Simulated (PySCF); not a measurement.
Working out the excitation energy of Be

Be [He] 2s2 (1S) → Be [He] 2p2 (3P). All numbers are calculated (PySCF 2.14, the spin-free X2C one-electron Hamiltonian (Gaussian nucleus), in x2c-QZVPPall with one added diffuse shell each of s, p type (8s5p2d1f, 40 functions)). Frozen: nothing. Energies in hartree (1 hartree = 27.21139 eV):

```
             part  Be (lower)  Be (upper)
              UHF  -14.575518  -14.338721
MP2 opposite-spin   -0.048730   -0.020533
    MP2 same-spin   -0.000969   -0.007675
```

Problem. What does Hartree-Fock give?

Solution. (-14.338721) − (-14.575518) = 0.236797 hartree = 6.444 eV.

Problem. What do MP2 and SCS-MP2 (6/5 opposite-spin, 1/3 same-spin) give?

Solution. The opposite-spin parts differ by 0.767 eV and the same-spin parts by -0.182 eV. MP2: 6.444 + (0.767) + (-0.182) = 7.029 eV. SCS-MP2: 6.444 + 1.2 × (0.767) + (-0.182)/3 = 7.304 eV.

Measured between the centres of the two terms (NIST): 7.401 eV, so MP2 (valence and next inner shell) is off by -0.372 eV.

What remains against the reference includes basis incompleteness and correlation beyond second order.
